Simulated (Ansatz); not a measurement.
System: sum formula SiNH2F3, charge 0, multiplicity 1. 
Geometry from a B3LYP-D3(BJ)/def2-TZVP (Ansatz, a quantum-chemistry and plane-wave program) optimisation:
```
Si
F 1 1.5800
F 1 1.5800 2 110.23
F 1 1.5841 2 105.72 3 113.80
N 1 1.6755 2 109.62 4 125.44
H 5 1.0060 1 122.47 2 -38.32
H 5 1.0060 6 112.93 1 163.76
```
Charge 0, spin multiplicity 1.

Computed values are from Ansatz. Valence correlation only, unless marked. Open shells are spin-unrestricted. No spin-orbit coupling. Non-relativistic. CBS(X,Y): correlation extrapolated as X^-3; Hartree-Fock from the larger set. [CCSD(T)-MP2]/basis is that difference in the basis named.

```
Quantity                                                                                                                    Result
-------------------------------------------  -------------------------------------------------------------------------------------
atomisation energy De                                                2996.6 kJ/mol at CCSD(T)/CBS(aug-cc-pV(T+d)Z,aug-cc-pV(Q+d)Z)
vertical ionisation energy (to the doublet)  11.59 eV at RI-MP2/CBS(aug-cc-pV(T+d)Z,aug-cc-pV(Q+d)Z)+[CCSD(T)-MP2]/aug-cc-pV(T+d)Z
vertical triplet-singlet gap                  6.88 eV at RI-MP2/CBS(aug-cc-pV(T+d)Z,aug-cc-pV(Q+d)Z)+[CCSD(T)-MP2]/aug-cc-pV(T+d)Z
total energy                                                          -644.6084 Eh at CCSD(T)/CBS(aug-cc-pV(T+d)Z,aug-cc-pV(Q+d)Z)
dipole moment                                                                                    2.84 D at CCSD(T)/aug-cc-pV(D+d)Z
T1 diagnostic                                                                                        0.011 at CCSD/aug-cc-pV(Q+d)Z
```
